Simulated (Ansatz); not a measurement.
Basis-set series for B₂H₅NO₂Si, SMILES `BO[Si]1(O)BN1`. Total charge 0; spin multiplicity 1. The structure was optimised at the PBE0-D4/def2-TZVP level. It is one conformer, not always the lowest.

| functional | basis | functions | energy (Eh) | HOMO (eV) | LUMO (eV) |
| --- | --- | --- | --- | --- | --- |
| PBE0-D4 | def2-SVP | 113 | -546.82050 | -7.10 | -0.71 |
| PBE0-D4 | def2-TZVPP | 267 | -547.23851 | -7.16 | -0.89 |
| ωB97M-V | def2-SVP | 113 | -547.12330 | -9.19 | 1.39 |
| ωB97M-V | def2-TZVPP | 267 | -547.54964 | -9.29 | 1.00 |

Q: Give the rows for def2-QZVPP. (Estimate.)

A: Computed: 
```
functional       basis  functions  energy (Eh)  HOMO (eV)  LUMO (eV)
   PBE0-D4  def2-QZVPP        505   -547.26430      -7.18      -0.95
   ωB97M-V  def2-QZVPP        505   -547.57356      -9.31       0.82
```

Positive LUMOs are unbound and depend on the basis.
